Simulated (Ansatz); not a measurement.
Mulliken charges of BH4NOSi, SMILES `NB1O[SiH2]1` from r2SCAN/def2-TZVPP in Ansatz (PBE0-D4/def2-TZVP geometry).

| atom | x (Å) | y (Å) | z (Å) | charge (e) |
| --- | --- | --- | --- | --- |
| N1 | -0.560 | 1.584 | -0.439 | -0.342 |
| B2 | -0.094 | 0.344 | -0.039 | 0.168 |
| O3 | 0.408 | -0.108 | 1.153 | -0.347 |
| Si4 | 0.439 | -1.465 | 0.084 | 0.304 |
| H5 | -0.903 | 1.762 | -1.365 | 0.187 |
| H6 | -0.580 | 2.377 | 0.181 | 0.174 |
| H7 | 1.810 | -1.970 | -0.172 | -0.072 |
| H8 | -0.427 | -2.581 | 0.540 | -0.072 |

Task: By hand: the dipole of these point charges (1 e Å = 4.8032 D).

Result: Σ q r = (-0.202, 0.179, -0.481) e Å, of length 0.552 e Å = 2.65 D.

Task: How does the dipole of the full density compare? (Best estimate.)

Result: Ansatz gave: (-0.164, 0.257, -0.295) e Å, 2.04 D; the point charges give 1.30 times that, at 19° from its direction.

Point charges leave out the atoms' own dipoles, such as those of lone pairs, and Mulliken's split depends on the basis, so the two needn't agree.
